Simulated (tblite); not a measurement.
A geometry optimisation, step by step.

Species: C4H12BClSi2.
SMILES with atom numbers: `[CH3:1][C@@H:2]1[BH:3][Si@H:4]([CH2:5][Cl:6])[CH2:7][SiH2:8]1` (hydrogens: H9, H10, H11 on C1; H12 on C2; H13 on B3; H14 on Si4; H15, H16 on C5; H17, H18 on C7; H19, H20 on Si8)

Computed with GFN2-xTB (tblite), gas phase: L-BFGS steps from a force-field or distance-geometry start until the largest atomic force falls under 0.01 eV/Å. 5 of its 134 geometries are shown.

Step 0: E = -649.1859 eV, largest atomic force 1.607 eV/Å
```
atom  x, y, z in Å  |  force x, y, z in eV/Å
C1     -2.234    1.054   -0.676   -1.131   0.655  -0.177
C2     -1.584   -0.092    0.066    0.538  -0.210   1.209
B3     -0.553    0.437    1.179   -1.168   0.632   0.378
Si4     1.217   -0.297    1.084   -0.747  -0.435   1.247
C5      2.464    0.995    0.601    1.217   0.700   0.355
Cl6     1.995    1.736   -0.960    0.139  -0.035   0.279
C7      1.013   -1.593   -0.235    0.891  -1.329  -0.148
Si8    -0.581   -1.173   -1.098   -0.515  -0.516  -1.371
H9     -1.479    1.694   -1.174   -0.538  -0.413   0.310
H10    -2.942    0.657   -1.440    0.531   0.394   0.374
H11    -2.835    1.681    0.028    0.470  -0.283  -0.566
H12    -2.359   -0.717    0.577    0.321   0.537  -0.331
H13    -0.888    1.221    2.014   -0.104  -0.191  -0.404
H14     1.601   -0.931    2.365    0.388  -0.009   0.029
H15     3.460    0.534    0.493   -0.298   0.534  -0.093
H16     2.506    1.783    1.389    0.140  -0.392  -0.794
H17     1.866   -1.578   -0.938   -0.446  -0.410   0.360
H18     0.921   -2.601    0.241    0.352   0.751  -0.559
H19    -1.332   -2.392   -1.451    0.010   0.035  -0.028
H20    -0.261   -0.408   -2.308   -0.052  -0.013  -0.069
```

Step 33: E = -649.6387 eV, largest atomic force 0.113 eV/Å
```
atom  x, y, z in Å  |  force x, y, z in eV/Å
C1     -2.342    1.068   -0.659    0.007  -0.002  -0.016
C2     -1.494   -0.007    0.029    0.036   0.031   0.095
B3     -0.579    0.514    1.195    0.049   0.030   0.057
Si4     1.169   -0.381    1.261    0.008   0.028   0.001
C5      2.457    0.931    0.661    0.014   0.040  -0.063
Cl6     1.861    1.682   -0.852    0.004  -0.052   0.090
C7      1.024   -1.626   -0.190    0.002  -0.014   0.013
Si8    -0.517   -1.127   -1.195    0.039  -0.090  -0.056
H9     -1.694    1.768   -1.181   -0.007  -0.015  -0.020
H10    -3.014    0.620   -1.390   -0.036   0.032   0.004
H11    -2.933    1.637    0.060   -0.006  -0.073  -0.023
H12    -2.191   -0.698    0.526   -0.011   0.007   0.028
H13    -0.913    1.435    1.845    0.002  -0.014  -0.072
H14     1.836   -1.007    2.425   -0.029   0.024  -0.022
H15     3.429    0.503    0.427   -0.007   0.038   0.020
H16     2.589    1.746    1.369    0.024  -0.058  -0.012
H17     1.916   -1.641   -0.812   -0.032   0.019   0.010
H18     0.908   -2.641    0.186   -0.016   0.020   0.014
H19    -1.324   -2.320   -1.497   -0.048  -0.019  -0.063
H20    -0.196   -0.445   -2.448    0.006   0.067   0.014
```

Step 66: E = -649.6989 eV, largest atomic force 0.120 eV/Å
```
atom  x, y, z in Å  |  force x, y, z in eV/Å
C1     -2.531    0.895   -0.617   -0.010   0.019  -0.010
C2     -1.486    0.000    0.050   -0.019   0.032  -0.004
B3     -0.485    0.690    1.029   -0.012  -0.051  -0.003
Si4     1.168   -0.343    1.280   -0.001  -0.103  -0.062
C5      2.564    0.851    0.685   -0.010  -0.026   0.035
Cl6     1.905    1.844   -0.645    0.023  -0.010  -0.013
C7      0.962   -1.649   -0.126    0.009   0.049   0.040
Si8    -0.440   -0.998   -1.235   -0.002   0.054   0.053
H9     -2.033    1.663   -1.203   -0.007   0.031  -0.002
H10    -3.169    0.328   -1.295   -0.005  -0.013   0.056
H11    -3.165    1.394    0.117    0.016  -0.057  -0.014
H12    -2.013   -0.789    0.603    0.023  -0.008   0.004
H13    -0.642    1.804    1.352   -0.020   0.049   0.039
H14     1.752   -1.002    2.474   -0.056   0.052  -0.040
H15     3.453    0.364    0.296    0.015  -0.016   0.009
H16     2.858    1.543    1.469    0.043   0.031  -0.008
H17     1.879   -1.821   -0.686   -0.056  -0.014   0.034
H18     0.672   -2.609    0.300    0.056   0.046  -0.017
H19    -1.273   -2.066   -1.804   -0.004  -0.027  -0.053
H20     0.020   -0.091   -2.288    0.015  -0.039  -0.043
```

Step 100: E = -649.7262 eV, largest atomic force 0.103 eV/Å
```
atom  x, y, z in Å  |  force x, y, z in eV/Å
C1     -2.675    0.787   -0.563   -0.022   0.006  -0.004
C2     -1.496    0.028    0.037   -0.004   0.015   0.023
B3     -0.497    0.806    0.940    0.002  -0.059  -0.020
Si4     1.138   -0.236    1.251    0.053  -0.084   0.029
C5      2.702    0.761    0.723   -0.007   0.017   0.033
Cl6     2.287    1.756   -0.699    0.013  -0.016  -0.038
C7      0.950   -1.562   -0.138   -0.011   0.002   0.032
Si8    -0.415   -0.896   -1.280   -0.054  -0.004  -0.057
H9     -2.316    1.607   -1.181   -0.038  -0.003   0.003
H10    -3.286    0.134   -1.186    0.008   0.015  -0.021
H11    -3.317    1.203    0.214    0.021   0.011  -0.003
H12    -1.893   -0.823    0.606    0.003  -0.004   0.043
H13    -0.669    1.936    1.200    0.005   0.024  -0.013
H14     1.571   -0.890    2.512   -0.033   0.021  -0.057
H15     3.535    0.127    0.430    0.013   0.046   0.004
H16     3.041    1.453    1.488    0.022  -0.003   0.024
H17     1.877   -1.766   -0.667   -0.022   0.027  -0.008
H18     0.635   -2.509    0.295   -0.003  -0.009   0.004
H19    -1.247   -1.934   -1.915    0.053   0.011   0.012
H20     0.070    0.029   -2.307    0.003  -0.014   0.012
```

Step 133: E = -649.7412 eV, largest atomic force 0.009 eV/Å
```
atom  x, y, z in Å  |  force x, y, z in eV/Å
C1     -2.754    0.742   -0.498    0.001   0.002   0.000
C2     -1.525    0.028    0.057   -0.004   0.003   0.003
B3     -0.465    0.852    0.832   -0.002  -0.003  -0.001
Si4     1.139   -0.214    1.213    0.006  -0.004  -0.001
C5      2.768    0.740    0.820   -0.003  -0.001  -0.001
Cl6     2.595    1.507   -0.783    0.000   0.006  -0.001
C7      0.957   -1.510   -0.203    0.000   0.000  -0.004
Si8    -0.456   -0.865   -1.299   -0.008  -0.003   0.000
H9     -2.455    1.585   -1.117   -0.005   0.001  -0.001
H10    -3.359    0.074   -1.110    0.004  -0.002   0.006
H11    -3.381    1.122    0.308    0.000   0.003  -0.008
H12    -1.864   -0.828    0.653    0.006   0.001   0.000
H13    -0.561    2.018    0.922   -0.003   0.005   0.000
H14     1.454   -0.908    2.483    0.001   0.003   0.002
H15     3.648    0.104    0.764    0.000  -0.001   0.004
H16     2.966    1.542    1.526    0.002  -0.001   0.005
H17     1.874   -1.655   -0.769    0.003   0.000  -0.001
H18     0.696   -2.483    0.209    0.002  -0.002  -0.004
H19    -1.267   -1.920   -1.924   -0.006  -0.003  -0.002
H20    -0.017    0.081   -2.327    0.003  -0.003   0.002
```

**Question.** Summarise the path.

**Answer.** The energy falls by 0.5552 eV from step 0 to step 133; nine tenths of that is first reached at step 57. It falls at every step. The largest force goes from 1.607 to 0.009 eV/Å. Among the bonds Si4–C5 changes most, from 1.860 to 1.929 Å; the atoms move by 0.612 Å rms after alignment.

**Question.** Follow the three bonds and two angles with the largest change from start to end.

**Answer.** 
| step | E above end (eV) | largest force (eV/Å) | Si4–C5 (Å) | Si4–C7 (Å) | C2–Si8 (Å) | B3–Si4–H14 (°) | Si8–C2–H12 (°) |
| --- | --- | --- | --- | --- | --- | --- | --- |
| 0 | 0.5552 | 1.607 | 1.860 | 1.861 | 1.879 | 111.1 | 109.4 |
| 6 | 0.1846 | 0.255 | 1.930 | 1.915 | 1.927 | 117.9 | 109.3 |
| 12 | 0.1371 | 0.192 | 1.945 | 1.927 | 1.928 | 122.0 | 107.4 |
| 17 | 0.1260 | 0.086 | 1.930 | 1.917 | 1.922 | 124.9 | 107.7 |
| 23 | 0.1190 | 0.084 | 1.933 | 1.920 | 1.922 | 126.6 | 106.6 |
| 29 | 0.1090 | 0.103 | 1.933 | 1.919 | 1.933 | 128.0 | 104.3 |
| 35 | 0.0979 | 0.135 | 1.934 | 1.915 | 1.929 | 128.3 | 104.2 |
| 40 | 0.0879 | 0.110 | 1.930 | 1.920 | 1.930 | 128.8 | 103.6 |
| 46 | 0.0756 | 0.125 | 1.932 | 1.921 | 1.931 | 129.6 | 102.8 |
| 52 | 0.0617 | 0.090 | 1.930 | 1.922 | 1.932 | 130.4 | 103.4 |
| 58 | 0.0526 | 0.083 | 1.931 | 1.923 | 1.931 | 131.5 | 102.8 |
| 64 | 0.0457 | 0.077 | 1.933 | 1.926 | 1.935 | 132.0 | 103.2 |
| 69 | 0.0379 | 0.091 | 1.930 | 1.921 | 1.932 | 130.9 | 102.3 |
| 75 | 0.0291 | 0.106 | 1.930 | 1.928 | 1.936 | 129.5 | 101.8 |
| 81 | 0.0250 | 0.046 | 1.932 | 1.924 | 1.937 | 128.6 | 101.6 |
| 87 | 0.0225 | 0.044 | 1.932 | 1.924 | 1.937 | 128.2 | 101.4 |
| 93 | 0.0196 | 0.048 | 1.929 | 1.927 | 1.936 | 127.1 | 100.9 |
| 98 | 0.0172 | 0.065 | 1.930 | 1.928 | 1.937 | 127.3 | 100.7 |
| 104 | 0.0110 | 0.060 | 1.929 | 1.926 | 1.939 | 126.8 | 101.3 |
| 110 | 0.0086 | 0.049 | 1.930 | 1.927 | 1.941 | 127.0 | 101.5 |
| 116 | 0.0055 | 0.051 | 1.931 | 1.928 | 1.940 | 126.6 | 101.1 |
| 121 | 0.0021 | 0.079 | 1.926 | 1.924 | 1.946 | 126.5 | 100.8 |
| 127 | 0.0002 | 0.024 | 1.928 | 1.929 | 1.944 | 126.4 | 101.0 |
| 133 | 0.0000 | 0.009 | 1.929 | 1.928 | 1.944 | 126.5 | 101.0 |

What follows is the cost of the whole relaxation. On one thread, Arm Neoverse N1 (aarch64) (shared host), this took 2.5 s of wall time.
